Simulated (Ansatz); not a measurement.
Input for Ansatz (a quantum-chemistry and plane-wave program): U-CCSD(T)/def2-TZVPP on MgBe+, 2S+1 = 2, a spin state set in the input, which need not be the lowest, a point of a bond scan (R = 2.641 Å). Charge +1.

Ansatz 0.2 input:
```yaml
crystal:
  periodic: [false, false, false]
  atoms:
    - {symbol: Be, position_ang: [0.00000000, 0.00000000, 0.00000000]}
    - {symbol: Mg, position_ang: [0.00000000, 0.00000000, 2.64083200]}
basis:
  gaussian:
    orbitals: def2-TZVPP
    pivot_positions_ang: [[0.00000000, 0.00000000, 0.00000000], [0.00000000, 0.00000000, 2.64083200]]
total_charge: 1
magnetization: {spin_polarized: true, initial_magnetization: 1}
correlation: {method: ccsd_t, electrons: valence}
output: {orbitals: {seedname: ./end}}
```

The head of its log:

```
WARN ansatz: RAYON_NUM_THREADS=2 ignored (pool sized by the plan → 2); use --threads N
Functional definition: HF
integrals: 0.03 GiB planned
473 factors; integrals over basis functions are off by at most 3.7e-4 eV
mean field: 0.08 GiB planned
mean field evaluation 1: about -5821.9592 eV, gradient 3.4e0 eV
mean field evaluation 2: about -5821.9597 eV, gradient 3.4e0 eV
mean field evaluation 4: about -5822.2946 eV, gradient 1.1e0 eV
mean field evaluation 8: about -5822.3894 eV, gradient 1.4e-2 eV
mean field evaluation 16: about -5822.2939 eV, gradient 1.0e0 eV
mean field evaluation 32: about -5819.9832 eV, gradient 7.9e-1 eV
mean field evaluation 64: about -5819.8639 eV, gradient 1.9e-1 eV
mean field -5822.38940746 eV, -213.9688641669 hartree, gradient 2.1e-6 eV, S^2 0.954188; 2 other end points of the search recorded, 0 dependent functions left out
1 core orbitals not correlated
reference -5822.38940746 eV, -213.9688641669 hartree; 7, 6 occupied and 43, 44 virtual orbitals, 473 factors
```

What total energy does the run end on?

-214.2103 hartree (reference determinant -213.9689, T1 diagnostic 0.035). Its determinant has ⟨S²⟩ = 0.95, a mixture of spin states.
